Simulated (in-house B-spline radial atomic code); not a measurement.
# KLI/ALDAx excitations of Hg2+

Method: KLI/ALDAx. Computed with a B-spline radial code for spherical atoms: linear response of the closed shell [Xe] 4f14 5d10 with the adiabatic LDA exchange kernel on the exchange-only KLI potential; scalar-relativistic (spin-free one-electron X2C), finite nucleus, no spin-orbit coupling, no double excitations, S, P, D and F terms only; shells from n = 3 respond. Only terms of natural parity with L up to 3 were computed.

Spin-orbit coupling is strong here, so these LS terms don't match observed levels.

Command:
```bash
python run_td.py task.json out
```
Settings (radii: box in bohr, nucleus in fm):
```
Z                        80
electrons                78
configuration            [Xe] 4f14 5d10
hamiltonian              x2c
method                   kli
box_radius               29.48
rms_radius               5.4648
intervals                106
```

Cost of the run: 11 s on 1 thread of Intel(R) Xeon(R) Platinum 8259CL CPU @ 2.50GHz (Skylake/Cascade Lake) (shared host).

The lowest states, in the order of their Tamm-Dancoff energies; the method's threshold (minus the highest occupied level) is 35.22 eV. Labels give the largest channel, * marks a mixed state, and oscillator strengths are full-response dipole values. Semilocal kernels can invert the small singlet-triplet splittings of Rydberg terms. Energies in eV:

```json
{"state": "5d → 6s 3D", "full response": "5.525", "Tamm-Dancoff": "5.569", "oscillator strength": "-"}
{"state": "5d → 6s 1D", "full response": "6.629", "Tamm-Dancoff": "6.697", "oscillator strength": "-"}
{"state": "5d → 6p 3P", "full response": "14.169", "Tamm-Dancoff": "14.217", "oscillator strength": "-"}
{"state": "5d → 6p 3F", "full response": "14.468", "Tamm-Dancoff": "14.489", "oscillator strength": "-"}
{"state": "5d → 6p 1F", "full response": "14.961", "Tamm-Dancoff": "14.965", "oscillator strength": "-"}
{"state": "5d → 6p 1P", "full response": "15.817", "Tamm-Dancoff": "15.939", "oscillator strength": "0.883"}
{"state": "5d → 7s 3D", "full response": "22.565", "Tamm-Dancoff": "22.568", "oscillator strength": "-"}
{"state": "5d → 7s 1D", "full response": "?", "Tamm-Dancoff": "?", "oscillator strength": "-"}
{"state": "5d → 6d 3S", "full response": "22.889", "Tamm-Dancoff": "22.914", "oscillator strength": "-"}
{"state": "5d → 6d 3D", "full response": "?", "Tamm-Dancoff": "?", "oscillator strength": "-"}
```

Task: Where does 5d → 7s 1D lie?

Result: At 22.729 eV in full response, 22.737 eV in Tamm-Dancoff.

Task: Where does 5d → 6d 3D lie?

Result: At 23.421 eV in full response, 23.426 eV in Tamm-Dancoff.

Task: How large is the singlet-triplet splitting of 5d → 6s (D terms) in Tamm-Dancoff?

Result: 1.13 eV, from the unrounded values.

Task: What polarisabilities and dispersion coefficient does the method give?

Result: Dipole 7.56 bohr³, quadrupole 39.41 bohr⁵, C6 49.14 hartree·bohr⁶ for two such species.
